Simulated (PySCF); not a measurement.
**Electron correlation in Sr (strontium, neutral)**

[Kr] 5s2, closed-shell 1S. Calculation: PySCF 2.14, in x2c-SVPall (6s4p5d1f, 50 functions); the spin-free X2C one-electron Hamiltonian (Gaussian nucleus). Frozen: [Kr]; 2 electrons correlated.

Total MP2 correlation energy: -15.74 mhartree.

Same-spin part 0.00 and opposite-spin part -15.74 mhartree; SCS-MP2 scales them by 1/3 and 6/5 to -18.89 mhartree.

With two correlated electrons CCSD is exact within the correlated space (frozen core and kept virtual orbitals).

```
level  correlation energy (mhartree)
 CCSD                         -24.20
```

Diagnostics: T1 = 0.0074, D1 = 0.0104, largest double amplitude 0.160.

A double-excitation amplitude exceeds 0.15, a sign of near-degeneracy.

Cost of the coupled-cluster step: 0.19 s of wall time on 1 thread of Neoverse-N1 (shared host), for 2 correlated electrons.
